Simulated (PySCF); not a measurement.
**How methods differ on the excitation energy of Mo**

Mo [Kr] 4d5 5s1 (7S) → Mo [Kr] 4d6 (5D), as a difference of total energies. All numbers are calculated (PySCF 2.14, the spin-free X2C one-electron Hamiltonian (Gaussian nucleus), in x2c-TZVPPall). The calculations carry no spin-orbit coupling.

```tsv
method	excitation energy (eV)
LDA	2.974
PBE	3.003
PBE0	3.177
r2SCAN	3.482
B2PLYP	2.910
```
